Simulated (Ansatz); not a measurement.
Program: Ansatz. Geometries: PBE0-D4/def2-TZVP. ΔE: electronic, gas phase. CBS: MP2 limit from def2 TZ/QZ plus the TZ coupled-cluster correction, frozen cores. This one scheme is used for every species. Functionals use def2-TZVPP. One conformer a species, not always the lowest.

Consider the silylene formation by 1,1-elimination: `C[SiH](C)[NH][AlH2]` → `C[NH][AlH2]` + `C[SiH]`.

CCSD(T)/CBS gives +91.3 kcal/mol.

Task: Another level gave +94.1 kcal/mol. Which?
A. r2SCAN/def2-TZVPP
B. SCS-MP2/def2-TZVPP
C. PBE-D4/def2-TZVPP
D. MP2/def2-TZVPP

Result: A. r2SCAN 94.1, MP2/def2-TZVPP 95.3, PBE-D4 88.1, SCS-MP2/def2-TZVPP 91.3 kcal/mol.

Largest T1 diagnostic among the species: 0.012.

The D4 term adds +4.3 kcal/mol with B3LYP and +2.5 kcal/mol with PBE0; it sums over pairs of atoms, weighted by their polarisabilities, and B3LYP, whose exchange is more repulsive, gets the larger term. In def2-TZVPP, CCSD(T) changes the Hartree–Fock value by +3.2 kcal/mol (the triples alone add +0.9 kcal/mol) and MP2 by +9.1 kcal/mol. From PBE to PBE0 (25 % exact exchange), in def2-TZVPP and without D4, ΔE moves by +4.0 kcal/mol.

B3LYP here is the variant with VWN-RPA as its local correlation; programs differ in this.
